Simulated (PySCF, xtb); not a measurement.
B(OH)(NH2)(NMe2) (C2H9BN2O), SMILES CN(C)B(N)O.

GFN2-xTB (xtb) at its own geometry gives an orbital gap of 6.75 eV and a dipole moment of 1.58 D.

The structure is a stationary point at ωB97X-D3(BJ)/def2-SVP. The values are those of a single conformer.

Question: What does PBE/def2-TZVP (PySCF) give? (An estimate is asked for; the answer gives what the named calculation found.)

Answer: gap 4.86 eV (levels -4.90 and -0.04 eV), dipole 1.37 D.
